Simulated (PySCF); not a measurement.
Isomers of C5H10S2, one GFN2-xTB conformer each. Single-point energies are computed at PBE0/pcSseg-1 (PySCF, gas phase, no added dispersion term), electronic only.

```json
{"SMILES": "C[C@H]1CCSCS1", "GFN2-xTB relative energy (kcal/mol)": "0.0"}
{"SMILES": "C[C@@H]1SCS[C@@H]1C", "GFN2-xTB relative energy (kcal/mol)": "0.0"}
```

Conformers: `[CH3:1][C@H:2]1[CH2:3][CH2:4][S:5][CH2:6][S:7]1` with C1–C2–C3–C4 -170°, C2–C3–C4–S5 -70°, C3–C4–S5–C6 61°, C4–S5–C6–S7 -63°; `[CH3:1][C@@H:2]1[S:3][CH2:4][S:5][C@@H:6]1[CH3:7]` with C1–C2–S3–C4 -75°, C2–S3–C4–S5 -30°, S3–C4–S5–C6 5°, C4–S5–C6–C7 153°.

Problem. What does PBE0/pcSseg-1 give for the same structures?

Solution. 
```tsv
SMILES	PBE0/pcSseg-1 E (Eh)	PBE0/pcSseg-1 (kcal/mol)	GFN2-xTB (kcal/mol)	point group
C[C@H]1CCSCS1	-992.36049	0.0	0.0	C1
C[C@@H]1SCS[C@@H]1C	-992.35947	0.6	0.0	C1
```

Both levels put the same isomer lowest. Neighbours under 2.5 kcal/mol apart (C[C@H]1CCSCS1 and C[C@@H]1SCS[C@@H]1C) can change places with a better method, another conformer or zero-point energy.

Problem. Which frontier levels, dipoles and rotational constants go with these structures?

Solution. 
```tsv
SMILES	HOMO (eV, PBE0/pcSseg-1)	LUMO (eV)	dipole (D)	A, B, C (MHz)
C[C@H]1CCSCS1	-6.22	0.50	2.40	2928, 1505, 1076
C[C@@H]1SCS[C@@H]1C	-6.44	0.00	1.51	2368, 1791, 1284
```

Problem. As an exercise, what shares would exp(−E/RT) give at 298.15 K from these electronic energies alone (no entropy, no degeneracies)?

Solution. RT = 0.592 kcal/mol: C[C@H]1CCSCS1 74.6 %, C[C@@H]1SCS[C@@H]1C 25.4 %.
